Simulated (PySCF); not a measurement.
PySCF input for Zn(F)2 anion (F2Zn), SMILES [F][Zn][F] (connectivity only; charge and spin as stated), charge -1, multiplicity 2, r2SCAN-D4/def2-SVPD. Geometry: r2SCAN-D4/def2-SVPD. The spin state was assumed, not searched. The isomer is the one that the SMILES or the coordinates give; other isomers of the formula were not compared.

```python
import numpy as np
from pyscf import gto, scf, dft
from pyscf.hessian import thermo

mol = gto.M(
    atom='''
    Zn    0.00000000    0.00000000    0.36425790
    F     0.00000000   -1.59760417   -0.60709649
    F     0.00000000    1.59760417   -0.60709649
    ''',
    basis='def2-SVPD',
    charge=-1,
    spin=1,
    max_memory=1600,
    verbose=3,
)
mf = dft.UKS(mol, xc='r2scan').density_fit(auxbasis='def2-universal-jkfit')
mf.disp = 'd4'
mf.grids.level = 4
mf.conv_tol = 1e-11
mf.max_cycle = 100
mf.kernel()
fine, coarse = mf.grids, dft.Grids(mol).set(level=1).build(with_non0tab=True)
for _ in range(3):  # follow internal instabilities
    mf.grids = coarse
    mo, _, stable, _ = mf.stability(return_status=True, nroots=4)
    mf.grids = fine
    if stable:
        break
    mf.kernel(mf.make_rdm1(mo, mf.mo_occ))

# [left out here: the lines that compute and print the analytic Hessian (its translational invariance restored by hand, since the grid's response is missing), thermochemistry and intensities]
```

Output:

```

WARN: HOMO -0.145529534019031 >= LUMO -0.145529534019024

converged SCF energy = -1978.69820288452  <S^2> = 0.75219343  2S+1 = 2.0021922
<class 'pyscf.df.df_jk.DFUKS'> wavefunction is stable in the internal stability analysis

WARN: MGGA Hessian is sensitive to dft grids. grids.level 4 may not be dense enough.


WARN: DFTD4 does not support analytical Hessian, using finite difference.


WARN: Mole.unit (angstrom) is changed to Bohr

Mode                                 0                   1                   2
Irrep
Freq [cm^-1]                      153.7160            479.7036            500.4299
Reduced mass [au]                  22.7228             21.0356             24.0895
Force const [Dyne/A]                0.3163              2.8520              3.5544
Char temp [K]                     221.1631            690.1867            720.0072
Normal mode                   x     y     z       x     y     z       x     y     z
       0  Zn                 0.00  0.00  0.06   -0.00  0.00 -0.05    0.00 -0.07 -0.00
       1   F                -0.00  0.10 -0.10   -0.00  0.13  0.08   -0.00  0.12  0.07
       2   F                -0.00 -0.10 -0.10   -0.00 -0.13  0.08    0.00  0.12 -0.07
temperature 298.1500 [K]
pressure 101325.00 [Pa]
Rotational constants [GHz] 22.28912 5.21113 4.22365
Symmetry number 2
Zero-point energy (ZPE) 0.00258 [Eh]   6781.926 [J/mol]
                           tot       elec      trans        rot        vib
Entropy [J/mol/K]       283.709      5.763    166.594     94.643     16.709
Cv [J/mol/K]             43.531      0.000     12.472     12.472     18.588
Cp [J/mol/K]             51.846      0.000     20.786     12.472     18.588
Internal energy [J/mol]                      3718.434   3718.434   9670.606
Internal energy [Eh]   -1978.69169  -1978.69820
Enthalpy [J/mol]                             6197.391   3718.434   9670.606
Enthalpy [Eh]          -1978.69074
Gibbs free energy [J/mol]                  -43472.690 -24499.234   4688.716
Gibbs free energy [Eh] -1978.72296
mode   freq/cm-1   IR/(km/mol)
   1      153.72        24.091
   2      479.70        82.688
   3      500.43       132.669
max |gradient| / (hartree/bohr): 0.00020452304935694
APT charges: [ 0.4998 -0.749  -0.749 ]
```

The calculation finished and met its thresholds.
